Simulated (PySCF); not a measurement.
## Electron correlation in Br²⁺ (bromine, charge +2)

[Ar] 3d10 4s2 4p3, high-spin 4S determinant. Computed with PySCF 2.14 in aug-cc-pVDZ-DK (6s5p3d, 36 functions), with the spin-free X2C one-electron Hamiltonian (Gaussian nucleus). Frozen: [Ar] 3d10; 5 electrons correlated.

| level | correlation energy (mhartree) |
| --- | --- |
| CCSD | -71.59 |
| (T) | -0.64 |
| CCSD(T) | -72.23 |
| CCSDT | -72.38 |

Diagnostics: T1 = 0.0014, D1 = 0.0023, largest double amplitude 0.047.

Question: Is a single reference adequate?

Answer: Yes, within this model without spin-orbit coupling: T1 lies below 0.03 and no double amplitude reaches 0.07.
